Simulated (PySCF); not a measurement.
CH7ClSi2.
Structure used (PBE0-D3(BJ)/def2-SVP), in Å, numbered top down from 1:
```
atom  x, y, z in Å
C1     0.794    1.264    0.116
Si2    2.184    0.322   -0.740
Si3    4.261    1.360   -0.422
Cl4    5.685    0.249   -1.456
H5     0.700    2.282   -0.292
H6     0.976    1.341    1.198
H7    -0.166    0.746   -0.033
H8     2.291   -1.071   -0.204
H9     1.943    0.239   -2.214
H10    4.659    1.404    1.018
H11    4.288    2.756   -0.954
```

The closed-shell ground state was solved at several levels (PySCF, density fitting, gas phase, non-relativistic).

| level | basis functions | total energy (Eh) | HOMO (eV) | LUMO (eV) | gap (eV) | dipole (D) |
| --- | --- | --- | --- | --- | --- | --- |
| PBE0/def2-TZVP | 184 | -1081.1529 | -7.92 | -0.61 | 7.31 | 2.41 |
| PBE0/def2-TZVPD | 232 | -1081.1540 | -7.94 | -0.79 | 7.15 | 2.44 |
| PBE0/6-31+G* | 98 | -1081.0474 | -8.00 | -0.82 | 7.18 | 2.83 |

(1) What might PBE0/aug-cc-pVDZ (167 basis functions) give for the same quantities?

(2) How much does the basis alone move the frontier levels among the 4 PBE0 rows (the withheld one included)?

(3) How far do the dipole and the HOMO energy spread over the levels?

## Answers

(1) Total energy -1081.1106 Eh, HOMO -7.93 eV, LUMO -0.79 eV, gap 7.14 eV, dipole 2.53 D.

(2) The HOMO by 0.08 eV and the LUMO by 0.21 eV. By rising basis size (HOMO, LUMO in eV): 6-31+G* -8.00, -0.82; aug-cc-pVDZ -7.93, -0.79; def2-TZVP -7.92, -0.61; def2-TZVPD -7.94, -0.79.

(3) The dipole runs from 2.41 to 2.83 D (mean 2.55 D) and the HOMO from -8.00 to -7.92 eV.

One conformer stands for the species.
